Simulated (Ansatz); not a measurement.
Gas-phase electronic energies from Ansatz, PBE0-D4/def2-TZVP geometries. CBS: MP2 limit from def2 TZ/QZ plus the TZ coupled-cluster correction, frozen cores. DFT in def2-TZVPP. B3LYP here is the variant with VWN-RPA as its local correlation; programs differ in this. Elements past krypton have def2 core potentials. For Cd, Mg outer-core shells are correlated without core-valence functions, which leaves a few kJ/mol of doubt a bond. Each species was taken in one conformer, which may not be the lowest.

Reaction (redistribution): `[F][Cd][O][SiH3]` + `C[S][Mg][SH]` → `C[S][Cd][F]` + `[SiH3][O][Mg][SH]`

```
             level  ΔE (kcal/mol)  difference from CCSD(T)/CBS
            PBE-D4          -23.4                          2.0
         r2SCAN-D4          -24.5                          0.9
           PBE0-D4          -24.0                          1.4
          B3LYP-D4          -24.8                          0.6
           ωB97X-V          -23.2                          2.2
           ωB97M-V          -24.0                          1.4
            B2PLYP          -24.3                          1.1
               PBE          -23.4                          2.0
            r2SCAN          -24.5                          0.9
              PBE0          -24.0                          1.4
             B3LYP          -24.7                          0.7
     HF/def2-TZVPP          -23.8                          1.6
    MP2/def2-TZVPP          -24.6                          0.8
SCS-MP2/def2-TZVPP          -23.9                          1.5
   CCSD/def2-TZVPP          -23.5                          1.9
CCSD(T)/def2-TZVPP          -23.2                          2.2
     HF/def2-QZVPP          -24.1                          1.3
    MP2/def2-QZVPP          -26.0                         -0.6
SCS-MP2/def2-QZVPP          -25.2                          0.2
      HF/CBS(def2)          -24.2                          1.2
     MP2/CBS(def2)          -26.9                         -1.5
    CCSD/CBS(def2)          -25.7                         -0.3
       CCSD(T)/CBS          -25.4                            0
```

Largest T1 diagnostic among the species: 0.016.
